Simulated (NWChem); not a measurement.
Correlation energy of HO2

SMILES: [O]O
```xyz
3

O      0.5033    -0.3382     0.0000
O     -0.6523     0.2932     0.0000
H      1.1922     0.3603     0.0000
```
Charge 0, spin multiplicity 2.

All runs are NWChem calculations. All single points use one geometry, from UB3LYP/def2-SVP, a minimum by its harmonic frequencies.

Basis set: cc-pVDZ. Each correlation energy counts from its own Hartree-Fock reference.

The correlated methods keep 2 core orbitals frozen. The structure started from a generated list of species. The unpaired electrons of the parent sit in orbitals of symmetry a" (Cs labels of the run); other states weren't searched. No SCF solution was tested for a lower state. Open-shell Hartree-Fock references start from PBE0 orbitals. No row is a measurement; the coupled-cluster row has its own basis-set and correlation limits.

```tsv
method	correlation energy (mHa)	remark
CCSD[T] on UHF	-372.5	large amplitudes
SCS-UMP2	-332.8	-
CCSDT on ROHF	-377.1	large amplitudes
CCSD[T] on ROHF	-378.7	large amplitudes
URI-MP2	-342.6	-
CCSD(T) on UHF	-370.8	large amplitudes
UMP2	-342.6	-
CCSD(T) on ROHF	…	large amplitudes
CCSD on UHF	…	large amplitudes
CCSD on ROHF	-367.8	large amplitudes
```

### Question
What belongs in the gaps?

### Answer

- CCSD(T) on ROHF, correlation energy (mHa): -376.7
- CCSD on UHF, correlation energy (mHa): -362.3
